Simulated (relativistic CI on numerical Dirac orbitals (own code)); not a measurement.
# Rb: calculation against measurement

Calculated at this level of theory: Dirac-Coulomb-Breit CI, KLI orbitals optimised for each configuration, QED by a radiative potential, valence Slater integrals scaled by 0.85, configuration energies shifted to the measured levels that pair with them (semi-empirical) (own radial code, finite nucleus).

CI space (outside the closed core [Kr]): 5s, 5p, 4d, 6s, 6p, 5d, 7s, 7p, 6d, 5f, 5g, 4f, 7d, 6f. Levels of other configurations are missing.

```csv
Configuration,Term (tabulated),J,Measured (cm⁻¹),Computed,Error,Purity (%)
5s,2S,1/2,0.0,0,0,100
5p,2P°,1/2,12579.0,12612,33,100
5p,2P°,3/2,12816.5,12784,-33,100
4d,2D,5/2,19355.2,19341,-15,100
4d,2D,3/2,19355.6,19370,15,100
6s,2S,1/2,20132.5,20133,0,100
6p,2P°,1/2,23715.1,23726,11,100
6p,2P°,3/2,23792.6,23782,-11,100
```

Measured levels from NIST Handbook of Basic Atomic Spectroscopic Data (Sansonetti and Martin, J. Phys. Chem. Ref. Data 34, 1559 (2005)); pairs were made by configuration, J and term (by order where the table uses no LS term), so strongly mixed levels may be paired wrongly.

Mean error by configuration (cm⁻¹): 5p 0; 4d 0; 6s 0; 6p 0. Over the excited levels the mean absolute error is 17 cm⁻¹ (7 of the 7 excited levels that our extract of the source holds in range could be paired), and the median relative error of those above 1,000 cm⁻¹ is 0.075 %, both after the shifts were fitted to these levels, so that a configuration with one level shows no error.

Transition probabilities of persistent lines. The last column rescales the computed rate by the cube of measured over computed energy:

```tsv
λ measured (Å)	Lower	Upper	A tabulated (s⁻¹)	A computed	A rescaled
4201.80 air	5s 2S_1/2	6p 2P°_3/2	1.80e+06	3.92e+06	3.92e+06
4215.53 air	5s 2S_1/2	6p 2P°_1/2	1.50e+06	3.27e+06	3.26e+06
7800.27 air	5s 2S_1/2	5p 2P°_3/2	3.70e+07	4.78e+07	4.82e+07
7947.60 air	5s 2S_1/2	5p 2P°_1/2	3.40e+07	4.61e+07	4.57e+07
```

Configurations whose levels could be paired with our table of measured levels were shifted onto them, all but the ground configuration, by the median error of their levels; single terms can still be off by 1,000 to 2,000 cm⁻¹ or more, and rates follow the energies as ν³ (E1, M1) or ν⁵ (E2). The others borrow a shift and can be off by several thousand cm⁻¹ or more. The fine structure of a lone outer electron comes out too small, for d and f at times inverted, and misplaced configurations move strength between like terms. 7 of the 7 excited levels that our extract of the measured tables holds in this range could be paired (the sources list more); they are missed by 17 cm⁻¹ on average and 33 at most, after the shifts were fitted to these levels, and levels without a partner can miss by more.

Shifts applied (cm⁻¹): 5s 0; 5p 1264; 4d 773; 6s 840; 6p 830.
